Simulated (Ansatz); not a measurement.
Basis-set series for `C[O][Zr]([OH])([NH]C(C)C)[O]C`. The species carries charge 0 and has multiplicity 1. Zr: def2 effective core potential. The structure was optimised at the PBE0-D4/def2-TZVP level. It is one conformer, not always the lowest.

```json
{"functional": "PBE0-D4", "basis": "def2-SVP", "functions": "232", "energy (Eh)": "-526.35447", "HOMO (eV)": "-6.16", "LUMO (eV)": "0.33"}
{"functional": "PBE0-D4", "basis": "def2-QZVPP", "functions": "1044", "energy (Eh)": "-526.94444", "HOMO (eV)": "-6.32", "LUMO (eV)": "-0.03"}
{"functional": "ωB97M-V", "basis": "def2-SVP", "functions": "232", "energy (Eh)": "-526.59202", "HOMO (eV)": "-8.46", "LUMO (eV)": "1.39"}
{"functional": "ωB97M-V", "basis": "def2-QZVPP", "functions": "1044", "energy (Eh)": "-527.20333", "HOMO (eV)": "-8.63", "LUMO (eV)": "0.74"}
```

Question: Give the rows for def2-TZVPP. (Best estimate.)

Answer: Ansatz gave: 
```csv
functional,basis,functions,energy (Eh),HOMO (eV),LUMO (eV)
PBE0-D4,def2-TZVPP,545,-526.91392,-6.30,0.08
ωB97M-V,def2-TZVPP,545,-527.17390,-8.60,0.99
```

Positive LUMOs are unbound and depend on the basis.
